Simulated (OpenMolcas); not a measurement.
# Bi I: effect of the active space

```yaml
Program: OpenMolcas
Method: CASSCF
Basis: ANO-RCC-VDZP
Scalar_Hamiltonian: DKH2, point nucleus
Spin-orbit_coupling: state interaction with AMFI integrals over the reference wave functions, term energies averaged over their components
```

A. 3 electrons in 3 orbitals (6p); 2S+1 = 4 odd, 1 root; 2S+1 = 2 odd, 8 roots; cost about 2.5 core-seconds
B. 5 electrons in 4 orbitals (6s 6p); 2S+1 = 4 odd, 1 root; 2S+1 = 2 odd, 8 roots; cost about 7 core-seconds

Energies in cm⁻¹ above 6s² 6p³ ⁴S°_3/2, the measured ground level; measured values from NIST Handbook of Basic Atomic Spectroscopic Data.

| Level | A | B | Measured |
| --- | --- | --- | --- |
| 6s² 6p³ ⁴S°_3/2 | 0.0 | 0.0 | 0.0 |
| 6s² 6p³ ²D°_3/2 [66 %] | 12198 | 12236 | 11419 |
| 6s² 6p³ ²D°_5/2 | 16383 | 16796 | 15438 |
| 6s² 6p³ ²P°_1/2 | 24645 | 22772 | 21661 |
| 6s² 6p³ ²P°_3/2 [66 %] | 32729 | 31477 | 33165 |

Deviations, from unrounded energies. A percentage is the sum of absolute deviations over the sum of measured energies, with the sign that they share, or ± where signs differ.

```json
{"Against measurement": "mean absolute deviation (cm-1)", "Levels": "4", "A": "1300", "B": "1200"}
{"Against measurement": "other terms of the ground configuration (%)", "Levels": "4", "A": "±6.3", "B": "±6.1"}
```

A, B lie about equally close to measurement. The largest miss of B in the table is 6s² 6p³ ²P°_3/2 [66 %], by -1700 cm-1. The ranking rests on the paired levels alone, and a cruder setting can come out closer through cancelling errors.

Between A and B the level of the table that moves most is 6s² 6p³ ²P°_1/2, by 1900 cm-1 (lowest in B, highest in A).

Spin-orbit splittings of 6p shells tend to come out small when the coupling is added on scalar orbitals. With the s shell closed, the reference lacks s² → p² mixing (holds for A). Measured partners are found by configuration, term and J. A level has none where our copy of the source lacks it or the pairing is in doubt (some pairs that miss far off the trend of their configuration count as doubtful), and it then counts in no deviation. Levels of configurations outside the active space are missing.

A share in square brackets marks a mixed level and gives the weight of the term that names it, the lowest over the columns. ° marks odd parity.
